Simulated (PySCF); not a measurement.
## Bonding in `C/N=C/C#CC(F)(F)F`

C5H4F3N.
SMILES with atom numbers: `[CH3:1]/[N:2]=[CH:3]/[C:4]#[C:5][C:6]([F:7])([F:8])[F:9]` (hydrogens: H10, H11, H12 on C1; H13 on C3)

Structure used (GFN2-xTB), in Å, numbered top down from 1:
```xyz
13
C5H4F3N angstrom
C      2.9829    0.4306    0.2806
N      1.6244    0.5320   -0.1174
C      0.7700   -0.2943    0.2983
C     -0.5849   -0.2051   -0.0894
C     -1.7492   -0.1722   -0.3925
C     -3.1546   -0.1251   -0.7621
F     -3.7363    1.0261   -0.3923
F     -3.8600   -1.1146   -0.1882
F     -3.3338   -0.2434   -2.0867
H      3.1919   -0.4080    0.9593
H      3.2613    1.3713    0.7586
H      3.5901    0.3352   -0.6213
H      0.9939   -1.1319    0.9776
```

Bond orders from the PBE0/pcSseg-1 density (PySCF). Isolated species at its GFN2-xTB geometry, gas phase.

(1) Where do the orders between heavy atoms depart from those drawn in the SMILES?

(2) Give the Mayer order of every bond, beside its length.

Results:

(1) The largest departure is 0.958, at C4–C5 (drawn triple, 2.042). Drawn single, order above 1.12: C3–C4 (1.129) and C5–C6 (1.180). Drawn double or triple, more than 0.30 short of the drawn order: C4–C5 (2.042).

(2) 
```json
{"bond": "C1–N2", "drawn as": "single", "length (Å)": "1.419", "Mayer order": "0.997"}
{"bond": "N2–C3", "drawn as": "double", "length (Å)": "1.259", "Mayer order": "1.907"}
{"bond": "C3–C4", "drawn as": "single", "length (Å)": "1.412", "Mayer order": "1.129"}
{"bond": "C4–C5", "drawn as": "triple", "length (Å)": "1.204", "Mayer order": "2.042"}
{"bond": "C5–C6", "drawn as": "single", "length (Å)": "1.454", "Mayer order": "1.180"}
{"bond": "C6–F7", "drawn as": "single", "length (Å)": "1.342", "Mayer order": "0.976"}
{"bond": "C6–F8", "drawn as": "single", "length (Å)": "1.344", "Mayer order": "0.970"}
{"bond": "C6–F9", "drawn as": "single", "length (Å)": "1.342", "Mayer order": "0.976"}
{"bond": "C1–H10", "drawn as": "single", "length (Å)": "1.099", "Mayer order": "0.948"}
{"bond": "C1–H11", "drawn as": "single", "length (Å)": "1.091", "Mayer order": "0.949"}
{"bond": "C1–H12", "drawn as": "single", "length (Å)": "1.091", "Mayer order": "0.948"}
{"bond": "C3–H13", "drawn as": "single", "length (Å)": "1.101", "Mayer order": "0.902"}
```

Bonds between the same two heavy elements. C–N: lowest C1–N2 (0.997, 1.419 Å), highest N2–C3 (1.907, 1.259 Å). C–C: lowest C3–C4 (1.129, 1.412 Å), highest C4–C5 (2.042, 1.204 Å); in 1 of the 3 pairs the longer bond (by over 0.003 Å) has the higher order (by 0.02 or more). C–F: all 3 within 0.02 of one another (0.970 to 0.976).

Task: Sum the orders of all bonds at each heavy atom with more than one neighbour and set the sums beside the valence in the SMILES.

Result: C1 3.842 (drawn 4), N2 2.904 (drawn 3), C3 3.938 (drawn 4), C4 3.171 (drawn 4), C5 3.222 (drawn 4), C6 4.102 (drawn 4). Orders between atoms that aren't bonded are not in these sums.

For a closed shell the Mayer order of atoms A and B is Σ (PS)μν (PS)νμ over the basis functions μ on A and ν on B, with P the density and S the overlap matrix.

The run behind these numbers computed NMR shieldings as well. On Arm Neoverse N1, one thread, on a shared host, this took 42 s (grids of density and orbitals included) and 0.75 GiB of memory at its peak.
